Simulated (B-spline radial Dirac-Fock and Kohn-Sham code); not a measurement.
**Anomalous scattering factors of Ne, 6.9303 keV to 78.19 keV**

These are calculated numbers from a radial B-spline solver; the model is the dispersion relation over Dirac-Hartree-Slater subshell photoionisation cross sections, with the Kissel-Pratt high-energy constant (isolated atom, no bound-bound lines or fine structure). The forward scattering factor is f₀ + f′ + i f″.

Input of the calculation (task.json; shells as n, l, electrons):

```json
{"items": [{
  "Z": 10,
  "q": 0,
  "cfg": [[1, 0, 2], [2, 0, 2], [2, 1, 6]],
  "A": 20,
  "rrms": 3.0055,
  "do": "dispersion",
  "hv": [520.4, 540.7, 579.3, 661.3, 890.7, 972.1, 1000.0, 1231.0, 1253.6, 1486.9, 2000.0, 2805.0, 2984.4, 3294.0, 3565.0, 4000.0, 4213.0, 4225.0, 4510.9, 5051.0, 5414.7, 6000.0, 6403.9, 6930.3, 8047.8, 8280.0, 9251.7, 12000.0, 14300.0, 15000.0, 17090.0, 17479.3, 22162.9, 24209.8, 24880.0, 30000.0, 32320.0, 40000.0, 47430.0, 55780.0, 58950.0, 60480.0, 77650.0, 78190.0],
  "edges": {"K": 870.2}
}]}
```

Launch: `python xray2_run.py task.json out`

No edge lies in or near this range.

```
hν (eV)   λ (Å)  f′ (e)  f″ (e)  tabulated f′  tabulated f″
 6930.3   1.789   0.133   0.117          0.13          0.11
 8047.8   1.541   0.106   0.086          0.10          0.08
   8280   1.497   0.101   0.081          0.10          0.08
 9251.7   1.340       ?       ?             ?             ?
  12000   1.033   0.055   0.038          0.05          0.04
  14300  0.8670   0.040   0.026          0.04          0.03
  15000  0.8266   0.036   0.023          0.04          0.02
  17090  0.7255   0.028   0.018          0.03          0.02
17479.3  0.7093   0.027   0.017          0.03          0.02
22162.9  0.5594   0.016   0.010          0.02          0.01
24209.8  0.5121   0.013   0.008          0.01          0.01
  24880  0.4983   0.012   0.008          0.01          0.01
  30000  0.4133   0.007   0.005          0.01          0.01
  32320  0.3836   0.005   0.004          0.00          0.00
  40000  0.3100   0.001   0.003          0.00          0.00
  47430  0.2614  -0.001   0.002          0.00          0.00
  55780  0.2223  -0.002   0.001          0.00          0.00
  58950  0.2103  -0.003   0.001          0.00          0.00
  60480  0.2050  -0.003   0.001          0.00          0.00
  77650  0.1597  -0.004   0.001          0.00          0.00
  78190  0.1586  -0.004   0.001          0.00          0.00
```

Task: What are f′ and f″ at Ga Kα (9251.7 eV)?

Result: f′ = 0.085 and f″ = 0.065 electrons (tables: 0.08 and 0.06). By the optical theorem f″ corresponds to a photoabsorption cross section 2 rₑ λ f″ = 488 b.

Tabulated f′: xraylib 4.2 anomalous scattering factors (Cullen et al., EPDL97); f″: Chantler's tables (J. Phys. Chem. Ref. Data 1995 and 2000). Both are theoretical tables.
